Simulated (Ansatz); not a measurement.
Geometry optimisation, RKS PBE/def2-SVP in Ansatz 0.2.0.

Input:

```yaml
crystal:
  periodic: [false, false, false]
  atoms:
    - { symbol: C, position_ang: [-1.3639, 0.1563, 0.6604] }
    - { symbol: "N", position_ang: [-0.4963, -0.0456, 1.505] }
    - { symbol: C, position_ang: [0.8012, -0.3679, 1.003] }
    - { symbol: C, position_ang: [1.0497, 0.0633, -0.4596] }
    - { symbol: Ge, position_ang: [-0.8212, 0.1829, -1.1622] }
    - { symbol: H, position_ang: [-2.4299, 0.4422, 0.947] }
    - { symbol: H, position_ang: [1.6268, 0.1363, 1.6476] }
    - { symbol: H, position_ang: [1.0189, -1.451, 1.0905] }
    - { symbol: H, position_ang: [1.4642, 1.0667, -0.48] }
    - { symbol: H, position_ang: [1.5653, -0.6898, -1.0112] }
    - { symbol: H, position_ang: [-1.79069, -0.81327, 0.40373] }
    - { symbol: H, position_ang: [-1.0555, 1.5481, -1.846] }
basis:
  gaussian: { orbitals: def2-SVP }
hamiltonian:
  xc: pbe
relax:
  f_tol: 0.02
  max_steps: 50
output:
  orbitals: {}
```

Run as:

```bash
$ ansatz run input.yaml --threads 2 --pin off --max-ram 3072MiB --backend cpu --events-out ev --progress --plain --runs-dir out
```

Question: Where does it end, and by what steps?

Answer: The forces met the threshold. The force dipped under the threshold on the way, but the program's further checks kept it going. After 24 steps the energy has fallen by 4.075 eV; H11 moved furthest, 2.11 Å. Parted: C1–H11. Joined: Ge5–H11.

| step | energy less start (eV) | largest force component (eV/Å) | accepted |
| --- | --- | --- | --- |
| 0 | 0.0000 | 6.973 | yes |
| 1 | -1.1091 | 1.623 | yes |
| 2 | -1.4860 | 1.919 | yes |
| 3 | -1.7578 | 2.702 | yes |
| 4 | -2.0432 | 1.666 | yes |
| 5 | -2.2479 | 1.570 | yes |
| 6 | -2.4679 | 1.735 | yes |
| 7 | -2.7800 | 1.753 | yes |
| 8 | -3.2110 | 1.888 | yes |
| 9 | -3.6879 | 1.653 | yes |
| 10 | -3.9293 | 0.715 | yes |
| 11 | -3.9677 | 0.797 | yes |
| 12 | -4.0215 | 0.851 | yes |
| 13 | -3.9831 | 0.948 | no |
| 14 | -4.0486 | 0.317 | yes |
| 15 | -4.0621 | 0.216 | yes |
| 16 | -4.0687 | 0.197 | yes |
| 17 | -4.0724 | 0.039 | yes |
| 18 | -4.0733 | 0.073 | yes |
| 19 | -4.0732 | 0.097 | no |
| 20 | -4.0738 | 0.018 | yes |
| 21 | -4.0742 | 0.028 | yes |
| 22 | -4.0744 | 0.033 | yes |
| 23 | -4.0745 | 0.021 | yes |
| 24 | -4.0746 | 0.014 | yes |

```xyz
12
Properties=species:S:1:pos:R:3
C -1.395 0.262 1.038
N -0.387 0.038 1.796
C 0.905 -0.205 1.149
C 0.920 -0.132 -0.406
Ge -0.964 0.228 -0.903
H -2.381 0.446 1.510
H 1.621 0.521 1.594
H 1.251 -1.199 1.508
H 1.574 0.682 -0.775
H 1.275 -1.075 -0.863
H -1.658 -0.911 -1.702
H -1.193 1.573 -1.647
```

Whether the end is a true minimum wasn't checked by a vibrational analysis.

The run took 83 s on 2 threads of Arm Neoverse V1, on a shared host, peak memory 0.17 GiB.
